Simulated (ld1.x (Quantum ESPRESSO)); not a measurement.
# What one change does to a pseudopotential (Mn, TM)

```json
{"Element": "Mn", "Generator": "ld1.x (Quantum ESPRESSO) 7.5", "Type": "norm-conserving Troullier–Martins (Kleinman–Bylander form)", "Functional": "PBE", "Relativity": "scalar-relativistic", "Frozen core": "[Ar]", "Valence charge": "7", "Reference configuration": "3d5 4s1 4p1", "Partial waves": "4s (bound): rc 2.00 bohr; 4p (bound): rc 2.80 bohr; 3d (bound): rc 1.85 bohr", "Local potential": "all-electron potential smoothed inside 2.15 bohr (lloc = -1)", "Core correction": "none"}
```

All-electron outer shells of the reference configuration (PBE, scalar-relativistic, ld1.x):

```json
{"shell": "3s", "level (eV)": "-87.51", "outermost node (bohr)": "0.34", "outermost maximum (bohr)": "0.74"}
{"shell": "3p", "level (eV)": "-56.22", "outermost node (bohr)": "0.31", "outermost maximum (bohr)": "0.75"}
{"shell": "3d", "level (eV)": "-8.33", "outermost node (bohr)": "–", "outermost maximum (bohr)": "0.76"}
{"shell": "4s", "level (eV)": "-6.09", "outermost node (bohr)": "1.05", "outermost maximum (bohr)": "2.47"}
{"shell": "4p", "level (eV)": "-2.12", "outermost node (bohr)": "1.16", "outermost maximum (bohr)": "3.30"}
```

Change: wave 4p (bound): rc 2.80 bohr becomes 4p (bound): rc 3.86 bohr.

Cutoffs: the cutoffs (Ry, on a coarse ladder) from which the occupation-weighted sum of valence levels, in a spherical-Bessel basis at the reference potential, stays within 10 and 1 mRy of its value at 400 Ry; they do not see the model core or the augmentation charge, which bear on the density cutoff. Errors are all-electron minus pseudo energies relative to the spin-unpolarised reference configuration.

How do hardness, ghosts and transferability respond?

The potential gets neither clearly harder nor softer (80 Ry and 120 Ry → 80 Ry and 120 Ry); of the 7 tests that both files solve, the error grows in 4 and shrinks in 1 by more than 15 % and 0.3 meV (median size 19.4 → 25.0 meV); neither file shows a bound ghost.

| quantity | base | changed |
| --- | --- | --- |
| cutoff, loose | 80 Ry | 80 Ry |
| cutoff, tight | 120 Ry | 120 Ry |
| bound ghosts | none | none |
| error for 3d5 4s2 4p0, meV [ΔE -3.86 eV] | +6.2 | +9.8 |
| error for 3d5 4s1 4p0, meV [ΔE 4.56 eV] | +2.6 | +0.9 |
| error for 3d5 4s0 4p0, meV [ΔE 20.16 eV] | +90 | +80 |
| error for 3d5 4s1.5 4p0, meV [ΔE -0.50 eV] | +1.0 | +2.4 |
| error for 3d5 4s0 4p1, meV [ΔE 9.30 eV] | +19 | +25 |
| error for 3d3 4s0 4p0, meV [ΔE 103.44 eV] | -31 | -100 |
| error for 3d4 4s2 4p1, meV [ΔE 3.94 eV] | -60 | -52 |
